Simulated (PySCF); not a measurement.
**Correlation energy of Kr²⁺ (krypton, charge +2)**

[Ar] 3d10 4s2 4p4, high-spin 3P determinant. Calculation: PySCF 2.14, in def2-SVP (5s4p3d, 32 functions); no relativity, point nucleus. Frozen: [Ar] 3d10; 6 electrons correlated.

MP2 pair energies summed by pair of shells (mhartree):

| pair | energy | share (%) |
| --- | --- | --- |
| 4p-4p | -39.37 | 49.6 |
| 4s-4p | -34.13 | 43.0 |
| 4s-4s | -5.92 | 7.5 |

Total MP2 correlation energy: -79.41 mhartree.

Same-spin part -19.48 and opposite-spin part -59.93 mhartree; SCS-MP2 scales them by 1/3 and 6/5 to -78.41 mhartree.

```
  level  correlation energy (mhartree)
   CCSD                         -95.99
    (T)                          -1.08
CCSD(T)                         -97.07
```

Diagnostics: T1 = 0.0058, D1 = 0.0198, largest double amplitude 0.053.

Q: Is a single reference adequate?

A: Yes, within this model without spin-orbit coupling: T1 lies below 0.03 and no double amplitude reaches 0.07.
